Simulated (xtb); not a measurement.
WO2Cl, SMILES [O]=[W+](=[O])[Cl], charge +1, multiplicity 1. All values are semi-empirical tight-binding results from xtb (GFN2-xTB unless named), good for trends rather than for accurate numbers. The structure is a stationary point at GFN2-xTB. The spin state was assumed, not searched. The isomer is the one that the SMILES or the coordinates give; other isomers of the formula were not compared.

Optimised geometry:

Bond lengths (Å): W1–O2 1.707, W1–O3 1.707, W1–Cl4 2.189. Bond angles (°): O2–W1–O3 112.2, O2–W1–Cl4 106.1, O3–W1–Cl4 106.1.
Charge +1, spin multiplicity 1.

For metal compounds this method's bond lengths and energies can be far off.

Q: Estimate the properties. (The exact figures need the calculation; the answer reports its results.)

A: 
```yaml
point_group_as_xtb_finds_it: Cs
orbital_gap: 1.67 eV
zero_point_energy: 3.4 kcal/mol
G − E(el) at 298.15 K (modified RRHO): -16.0 kcal/mol
```

Computed atomic charges and the Wiberg bond orders between heavy atoms:
charges (e) W1 1.53, O2 -0.38, O3 -0.38, Cl4 0.23. Bond orders W1–O2 2.05, W1–O3 2.05, W1–Cl4 1.53.
